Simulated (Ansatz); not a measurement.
Molecule: CH2N (charge 0, doublet). It need not be the lowest isomer of its formula. 
Coordinates optimised at B3LYP-D3(BJ)/def2-TZVP (Ansatz, a quantum-chemistry and plane-wave program):
```
C
N 1 1.2170
H 2 1.0264 1 122.80
H 1 1.0983 2 134.02 3 0.00
```
Charge 0, spin multiplicity 2.

Parts of the frozen-core correlation energy in cc-pVDZ (Ansatz, hartree). Frozen orbitals: 2; correlated occupied orbitals by spin: 6 and 5; virtual: 30 and 31. Open shells are spin-unrestricted. Spin-orbit coupling is left out. Non-relativistic.

```tsv
term	value
reference (HF)	-93.40351
MP2 opposite-spin	-0.20008
MP2 same-spin	-0.06814
CCSD correlation	-0.29419
(T)	-0.01031
CCSDT minus CCSD(T)	-0.00098
CCSDT(Q) minus CCSD(T)	-0.00192
T1 diagnostic	0.038
largest doubles amplitude	0.116
<S^2> of the reference	0.829
```
